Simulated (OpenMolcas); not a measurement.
Multiconfigurational calculation on Kr³⁺

Input:

```
&GATEWAY
Coord
1

Kr 0.0 0.0 0.0
Basis=ANO-R1
Group=XYZ
NoMove
AngMom=0.0 0.0 0.0
AMFI
&SEWARD
&RASSCF
FileOrb=start.orb
Symmetry=2
Spin=4
nActEl=3 0 0
Inactive=9 6
Ras2=0 3
CIRoot=1 1 1
SDav=1
CIMx=300
Iter=120 100
PrWF=0.3
OrbListing=Nothing
MaxOrb=0
Atom
>>> COPY $Project.JobIph JOB001
&RASSCF
FileOrb=start.orb
Symmetry=2
Spin=2
nActEl=3 0 0
Inactive=9 6
Ras2=0 3
CIRoot=8 8 1
SDav=8
CIMx=300
Iter=120 100
PrWF=0.3
OrbListing=Nothing
MaxOrb=0
Atom
>>> COPY $Project.JobIph JOB002
&RASSI
NrOfJobIphs=2 1 8
1
1 2 3 4 5 6 7 8
IphNames
JOB001
JOB002
EJob
SpinOrbit
DIPRint=1.0
SOCoupling=1000.0
Subsets=2
MEES
Property=10
'ANGMOM' 1 'ANGMOM' 2 'ANGMOM' 3 'MLTPL  1' 1 'MLTPL  1' 2 'MLTPL  1' 3
'AMFI' 1 'AMFI' 2 'AMFI' 3 'MLTPL  2' 6
SOProperty=3
'ANGMOM' 1 'ANGMOM' 2 'ANGMOM' 3
```

Launched by
```bash
OMP_NUM_THREADS=1 MOLCAS_MEM=2252 MOLCAS_PROJECT=a pymolcas a.inp > a.log  # once for each step of the input, in one work folder
```

A driver script runs the steps one by one and writes start.orb anew before each from the orbitals found so far.

Output, cut to the results:

```
--- SEWARD ---
Basis set label: KR.ANO-R...5S4P3D1F.

      Electronic valence basis set:
      ------------------
      Associated Effective Charge  36.000000 au
      Associated Actual Charge     36.000000 au
      Nuclear Model: Finite nucleus - Gaussian distribution
        Gaussian exponent, Xi/bohr**(-2):  2.34612E+08

      Shell  nPrim  nBasis  Cartesian Spherical Contaminant
         s      21       5        X
         p      15       4        X
         d       9       3                 X
         f       6       1                 X
                  Relativistic X2C integrals
                  Atomic mean-field integrals
--- RASSCF ---
Wave function specifications:
      -----------------------------

      Number of closed shell electrons          30
      Number of electrons in active shells       3
      Max number of holes in RAS1 space          0
      Max nr of electrons in RAS3 space          0
      Number of inactive orbitals               15
      Number of active orbitals                  3
      Number of secondary orbitals              21
      Spin quantum number                      1.5
      State symmetry                             2
Orbital specifications:
      -----------------------

      Symmetry species                           1   2
                                                ag  au
      Frozen orbitals                            0   0
      Inactive orbitals                          9   6
      Active orbitals                            0   3
      RAS1 orbitals                              0   0
      RAS2 orbitals                              0   3
      RAS3 orbitals                              0   0
      Secondary orbitals                        11  10
      Deleted orbitals                           0   0
      Number of basis functions                 20  19
      Number of CSFs                             1
      Number of root(s) required                 1
      Iter CI   SX   CI       RASSCF       Energy    max ROT     max BLB   max BLB  Level Ln srch  Step   QN
          iter iter root      energy       change     param      element    value   shift minimum  type update
 Nr of preliminary CI iterations:   1
      Total energies have been shifted. Add                -2000.00 au
        1   1    8    1  -785.52687732    0.00E+00   1.58E-01*   8  11 2  2.28E-01*  0.00   0.00    SX    NO
        2   1    7    1  -785.65040727   -1.24E-01* -6.21E-03    4  16 1  9.36E-02*  0.00   0.00    SX    NO
        3   1    7    1  -785.65335926   -2.95E-03*  3.86E-03    6  18 1 -4.09E-02*  0.00   0.00    SX    NO
        4   1    7    1  -785.65378087   -4.22E-04*  1.63E-03    6  18 1  1.69E-02*  0.00   0.00    SX    NO
        5   1    7    1  -785.65385792   -7.71E-05*  4.99E-04    4  16 1 -7.33E-03*  0.00   0.70    QN   YES
        6   1    4    1  -785.65387549   -1.76E-05* -6.89E-06    9  10 1  2.57E-05   0.00   1.00    QN   YES
        7   1    3    1  -785.65387549   -3.46E-10  -9.81E-07    9  10 1  3.21E-06   0.00   1.08    QN   YES
      Convergence after  7 iterations
        8   1    3    1  -785.65387549   -1.36E-12  -9.81E-07    8  20 1  9.99E-08   0.00   1.08    QN   YES
      Natural orbitals and occupation numbers for root  1
      sym 2:   1.000000   1.000000   1.000000
::    RASSCF root number  1 Total energy:  -2785.65387549
--- RASSCF ---
Wave function specifications:
      -----------------------------

      Number of closed shell electrons          30
      Number of electrons in active shells       3
      Max number of holes in RAS1 space          0
      Max nr of electrons in RAS3 space          0
      Number of inactive orbitals               15
      Number of active orbitals                  3
      Number of secondary orbitals              21
      Spin quantum number                      0.5
      State symmetry                             2
Orbital specifications:
      -----------------------

      Symmetry species                           1   2
                                                ag  au
      Frozen orbitals                            0   0
      Inactive orbitals                          9   6
      Active orbitals                            0   3
      RAS1 orbitals                              0   0
      RAS2 orbitals                              0   3
      RAS3 orbitals                              0   0
      Secondary orbitals                        11  10
      Deleted orbitals                           0   0
...
--- RASSI ---
SPIN-FREE ENERGIES:
  (Shifted by EMIN (a.u.) =      -2785.6538754903)

 SF State       Relative EMIN(au)   Rel lowest level(eV)    D:o, cm**(-1)      L_eff

     1             0.0000000000        0.0000000000              0.0000         0.0
     2             0.1026134393        2.7922539298          22521.0468         2.0
     3             0.1026134393        2.7922539298          22521.0468         2.0
     4             0.1026134393        2.7922539298          22521.0468         2.0
     5             0.1026134393        2.7922539298          22521.0468         2.0
     6             0.1026134393        2.7922539298          22521.0468         2.0
     7             0.1706214328        4.6428457088          37447.0761         1.0
     8             0.1706214328        4.6428457088          37447.0761         1.0
     9             0.1706214328        4.6428457088          37447.0761         1.0
     Dipole printing threshold changed to   1.00000000E+00
Eigenvalues of complex Hamiltonian:
   -----------------------------------
  (Shifted by EMIN (a.u.) =      -2785.6538754903)

 SO State       Relative EMIN(au)   Rel lowest level(eV)    D:o, cm**(-1)     J-value

     1            -0.0024251426        0.0000000000              0.0000         0.9
     2            -0.0024251426        0.0000000000              0.0000         1.2
     3            -0.0024251426        0.0000000000              0.0000         1.4
     4            -0.0024251426        0.0000000000              0.0000         1.1
     5             0.0962247253        2.6843996574          21651.1434         0.9
     6             0.0962247253        2.6843996574          21651.1434         0.9
     7             0.0962247253        2.6843996574          21651.1434         1.4
     8             0.0962247253        2.6843996574          21651.1434         1.4
     9             0.1026134393        2.8582454217          23053.3040         1.5
...
```

The J values that RASSI prints are effective ones from its own formula and need not be integers or half-integers; the table below assigns J from the states.

Levels above the lowest, from the spin-orbit matrix, grouped by J:

```tsv
Configuration	Term	J	E (cm-1)	Measured (cm-1)	g	Term weight %
4s2 4p3	4S*	3/2	0.0	0.0	1.992	99
4s2 4p3	2D*	3/2	21651	17038	0.844	92
4s2 4p3	2D*	5/2	23053	18700	1.200	100
4s2 4p3	2P*	1/2	37979	31056	0.666	100
4s2 4p3	2P*	3/2	39914	33406	1.300	91
```

Against the 4 measured excited levels shown (Saloman, J. Phys. Chem. Ref. Data 36, 215 (2007)) the mean absolute deviation is 5600 cm-1; the largest miss in energy is 4s2 4p3 2P* 1/2: computed 37979, measured 31056 cm-1 (+22.3 %), and the largest in proportion 4s2 4p3 2D* 3/2 (+27.1 %).

With the s shell closed, the reference lacks s² → p² mixing. The basis is small and was not contracted for so high a charge. Measured partners are found by configuration, term and J. A level has none where our copy of the source lacks it or the pairing is in doubt (some pairs that miss far off the trend of their configuration count as doubtful), and it then counts in no deviation. Levels of configurations outside the active space are missing.

The term weight is that of the spin-free term in the level, not the purity of its configuration. * marks odd parity.
